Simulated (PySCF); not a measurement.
Computed vibrations of [HfH3(NH3)]+

[HfH3(NH3)]+ (singlet). PySCF 2.14.0, RKS PBE0, Hf def2-SVP with ECP60, H def2-SVP, N def2-SVP; non-relativistic Hamiltonian with scalar-relativistic core potentials where named; density fitting; no spin-orbit coupling. Central differences of gradients.

```xyz
8

Hf    0.1114   -0.1114    0.1114
H     1.1503    0.9441    1.1503
H    -0.9441   -1.1503    1.1503
H     1.1503   -1.1503   -0.9441
N    -1.2148    1.2148   -1.2148
H    -1.8383    1.8383   -0.6833
H    -0.6833    1.8383   -1.8383
H    -1.8383    0.6833   -1.8383
```

Run from Python with OMP_NUM_THREADS=2. Where DIIS fails, smearing, a level shift and second-order steps follow.
It took 56 s on 2 threads of Intel(R) Xeon(R) Platinum 8259CL CPU @ 2.50GHz (Skylake/Cascade Lake), with other jobs on the host.

(1) What are the harmonic wavenumbers and infrared intensities?

(2) Is this a minimum?

## Answers

(1) Modes are labelled in C3v; negative numbers are unstable modes, those under 60 cm⁻¹ near the noise; a finer grid moves soft modes by up to 10 cm⁻¹.
```
cm⁻¹  km/mol  symmetry
 -65       –        a2
 265    29.0         e
 265    29.0         e
 362    11.4        a1
 530   209.6        a1
 644    58.0         e
 644    58.0         e
 711    20.3         e
 711    20.3         e
1345   165.2        a1
1613    43.8         e
1613    43.8         e
1851   315.9         e
1851   315.9         e
1879    72.4        a1
3420   112.4        a1
3517   114.5         e
3517   114.5         e
```

(2) No: 1 unstable; the lowest moves the atoms so:
```
Hf   0.00  0.00  0.00
H    0.20  0.00 -0.20
H    0.00  0.20  0.20
H   -0.20 -0.20  0.00
N    0.00  0.00  0.00
H   -0.36 -0.36  0.00
H    0.00  0.36  0.36
H    0.36  0.00 -0.36
```
